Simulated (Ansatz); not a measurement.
bromo(trichloro)methane (CBrCl3), SMILES ClC(Cl)(Br)Cl.

Geometry optimised at PBE-D3(BJ)/def2-SVP.

Two levels are set side by side: PBE/def2-SVPD (Ansatz, an electronic-structure program) and CAM-B3LYP/def2-SVPD (Ansatz). Energy differences of separate SCF runs at the same geometry; the states with an electron removed or added have multiplicity 2 and 2. Differences are taken from unrounded values.

```
quantity                           CAM-B3LYP
---------------------------------  ---------
vertical ionisation energy (eV)        11.10
vertical electron affinity (eV)         0.45
vertical singlet–triplet gap (eV)       4.58
```

**Question.** What does PBE give, and how far is it from CAM-B3LYP? (An estimate is asked for; the answer gives what the named calculation found.)

**Answer.** 
```json
[
 {"quantity": "vertical ionisation energy (eV)", "PBE": "10.32", "PBE minus CAM-B3LYP": "-0.77"},
 {"quantity": "vertical electron affinity (eV)", "PBE": "0.69", "PBE minus CAM-B3LYP": "0.23"},
 {"quantity": "vertical singlet–triplet gap (eV)", "PBE": "4.14", "PBE minus CAM-B3LYP": "-0.44"}
]
```
